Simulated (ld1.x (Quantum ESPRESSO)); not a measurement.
# Configuration tests for titanium (RRKJ)

ld1.x (Quantum ESPRESSO) 7.5 input, shortened:

```
&input
   title='Ti', zed=22., rel=1, dft='BP', iswitch=3,
   config='[Ar] 3d2 4s0 4p0'
 /
 &inputp
   pseudotype=2, tm=.false., rho0=0.001, lloc=0,
   nlcc=.false.
 /
3
3P  2  1   6.00   0.00  1.30  1.30  0.0
3D  3  2   2.00   0.00  1.10  1.10  0.0
4S  1  0   0.00   0.00  2.00  2.00  0.0
 &test
   configts(1)='3p6 3d2 4s0 4p0'
 /
```

Energies are relative to the spin-unpolarised reference configuration 3p6 3d2 4s0 4p0; without spin polarisation the order of configurations can differ from experiment.

```json
{"valence configuration": "3p6 3d2 4s1 4p0", "charge": "+1", "ΔE all-electron (eV)": "-13.662", "error AE − PS (meV)": "+7.6"}
{"valence configuration": "3p6 3d1 4s0 4p0", "charge": "+3", "ΔE all-electron (eV)": "26.972", "error AE − PS (meV)": "-219"}
{"valence configuration": "3p5 3d2 4s2 4p0", "charge": "+1", "ΔE all-electron (eV)": "24.463", "error AE − PS (meV)": "-324"}
{"valence configuration": "3p6 3d2.5 4s1.5 4p0", "charge": "0", "ΔE all-electron (eV)": "-20.821", "error AE − PS (meV)": "+17"}
{"valence configuration": "3p6 3d3 4s0 4p0", "charge": "+1", "ΔE all-electron (eV)": "-13.595", "error AE − PS (meV)": "-140"}
{"valence configuration": "3p6 3d1 4s2 4p0", "charge": "+1", "ΔE all-electron (eV)": "-11.306", "error AE − PS (meV)": "-185"}
```

Problem. What are ΔE and the potential's error for 3p6 3d2 4s2 4p0?

Solution. ΔE = -21.181 eV all-electron; the error (AE − PS) is +24 meV.

These tests converged, but a pseudo level misses the all-electron one widely, so the file describes the atom poorly there or has found another state: 3p6 3d1 4s0 4p0: empty 4p by 2.2 eV. ld1.x printed “convergence not achieved” for 5 of the counted tests; their residual had stalled under 1e-8, short of the target of 1e-14.
